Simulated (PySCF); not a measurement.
## A single-point calculation

YBr2 (doublet). PySCF 2.14.0, UKS PBE0, Y def2-SVP with ECP28, Br def2-SVP; non-relativistic Hamiltonian with scalar-relativistic core potentials where named; density fitting; no spin-orbit coupling. Purpose: one electron added, vertical, doublet.

```python
mol = gto.M(atom='''
Y      0.00000    -0.00000    -0.90593
Br     2.05764    -0.00000     0.49787
Br    -2.05764     0.00000     0.49787''',
    basis={'Y': 'def2-SVP', 'Br': 'def2-SVP'},
    ecp={'Y': 'def2-SVP'},
    charge=0, spin=1)
mf = dft.UKS(mol, xc='PBE0')
mf.grids.atom_grid = (50, 194)
mf = mf.density_fit()  # fitting sets: Y def2-universal-JKFIT, Br def2-universal-JKFIT
mf.conv_tol = 1e-08; mf.max_cycle = 55
mf.kernel(dm0)  # dm0: converged density of the relaxed state
```

Run from Python with OMP_NUM_THREADS=2; the lines above give its settings. Where DIIS fails, smearing, a level shift and second-order steps follow.
It took 2.3 s on 2 threads of Arm Neoverse V1, on a shared host, from an already converged density.

Task: Where do the frontier levels lie, over both spins?

Result: HOMO -4.85 eV, LUMO -2.38 eV. 

Task: What are the Mulliken charges and spins?

Result: 
```csv
atom,charge (e),spin (e)
Y1,0.495,1.049
Br2,-0.247,-0.024
Br3,-0.247,-0.024
```

Task: How does its energy compare with the relaxed singlet of charge +1 in vacuum?

Result: It lies 6.435 eV lower.

Open shells may have lower solutions than the one found.
